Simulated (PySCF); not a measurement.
Compound: C4H7PSSi.
Numbering: `[CH3:1][c:2]1[cH:3][s:4][c:5]([SiH3:6])[p:7]1`

Cartesian coordinates in Å at the GFN2-xTB level; atoms count from 1:
```xyz
14
C4H7PSSi angstrom
C     -2.7109   -0.5841   -0.0211
C     -1.2978   -0.0857    0.0288
C     -0.9866    1.2066    0.2928
S      0.6736    1.6320    0.3267
C      1.2679    0.0497   -0.0229
Si     3.1304   -0.1873   -0.1677
P      0.0855   -1.1743   -0.2429
H     -3.1365   -0.6215    0.9819
H     -3.3312    0.0744   -0.6276
H     -2.7404   -1.5861   -0.4435
H     -1.6952    1.9940    0.4826
H      3.5916    0.4435   -1.4077
H      3.3799   -1.6263   -0.1795
H      3.7687    0.4647    0.9780
```

NICS = −σ at a ghost point: NICS(0) at the centroid of the ring atoms, NICS(1) 1 Å to either side along the normal of their mean plane, zz for the tensor component along that normal. Level: GIAO PBE0/pcSseg-1 (PySCF, non-relativistic, gas phase) on the GFN2-xTB geometry, one conformer.

Ring bond lengths (Å), with Mayer bond orders in brackets: C2–C3 1.355 (1.59), C3–S4 1.714 (1.18), S4–C5 1.726 (1.17), C5–P7 1.716 (1.43), P7–C2 1.781 (1.13).

Task: Give the NICS values of each ring in ppm.

Result: 
```
          ring                                                     type  NICS(0)  NICS(1), two faces  NICS(1)zz, two faces  rms pucker (Å)  centre to ring atoms, mean (Å)
C2–C3–S4–C5–P7  5-membered ring with P and S; formal bonds all aromatic    -11.0       -11.3 / -11.3         -25.7 / -25.6            0.00                            1.40
```

Task: What do they say, and how far can they be read as aromaticity?

Result: 
- C2–C3–S4–C5–P7: mean NICS(1)zz -25.6 ppm, shielded.

Task: How equal are the bonds by HOMA? Use HOMA with the parameters of Krygowski (1993).

Result: 
- C2–C3–S4–C5–P7: HOMA 0.70; the largest term is that of P7–C2, α(R − Ropt)² = 0.82.

Task: What is the mean of the two in-plane components of NICS at the second NICS(1) probe listed for ring C2–C3–S4–C5–P7, 1 Å off the ring?

Result: The isotropic value is a third of the trace: (3 × -11.3 − (-25.6))/2 = -4.2 ppm.

Task: Give the inner angles of the rings and the Hirshfeld charges of the ring atoms.

Result: 
- C2–C3–S4–C5–P7: C2 115.7° (-0.063 e), C3 117.6° (-0.082 e), S4 95.9° (+0.121 e), C5 116.3° (-0.185 e), P7 94.6° (+0.064 e); sum 540.0° against 540° for a flat convex ring.

The run took 44 s of wall time on one thread, Arm Neoverse V1, on a shared host. This is the whole shielding run at PBE0/pcSseg-1, SCF included.
